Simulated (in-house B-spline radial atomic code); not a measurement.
## RPA and G0W0 on PBE0: Te⁶⁺

Configuration [Kr] 4d10, mean-field start PBE0. Computed with a B-spline radial code for spherical atoms: all electrons, non-relativistic, point nucleus, each spin shell either full or empty, empty states to l = 9 with an (l + 1/2)⁻⁴ tail; G0W0 by contour deformation at full frequency.

Without relativity these are model numbers: it shifts the levels of so heavy an element strongly and can reorder them.

Command:
```bash
python run_gw.py task.json out
```
Settings (radii: box in bohr, nucleus in fm):
```
Z                        52
electrons                46
configuration            [Kr] 4d10
hamiltonian              nr
method                   pbe0
lmax                     9
spin_polarised           False
box_radius               9.29
intervals                51
```

Time taken, with all properties: 2.9 s on 1 thread of Arm Neoverse N1, on a shared host.

Energies (hartree):

| term | value |
| --- | --- |
| mean-field total | -6606.02470 |
| Hartree-Fock functional on these orbitals | -6604.06733 |
| direct second order | -3.943 |
| second-order exchange | 1.0879 |
| SOSEX correction | 1.0263 |

What is the RPA correlation energy, and what remains with SOSEX?

RPA gives -3.5397 hartree (-2.09 eV per electron); RPA + SOSEX gives -2.5134, and the second-order doubles -2.8551 hartree (no singles). SOSEX takes back 29 % of the RPA value.

Quasi-particle levels (eV):

```
level  occupied  mean field  Σx - vxc     Σc  QP weight    G0W0
   4d       yes     -118.06     -8.23      ?          ?       ?
   5s        no      -72.63      6.24  -1.99      0.985  -68.38
```

G0W0 = mean field + (Σx - vxc) + Σc, with Σc (partial-wave tail included) taken at the quasi-particle energy. Only the outer levels were computed. Levels of low weight are left out.

Where does G0W0 put 4d?

At -126.22 eV, with Σc = 0.08 eV and a quasi-particle weight of 0.965. The tabulated removal energy is 124.2 ± 0.06 eV (NIST, measured); the calculation leaves out relativity, Breit and QED terms, and what these don't explain is the method's own error.
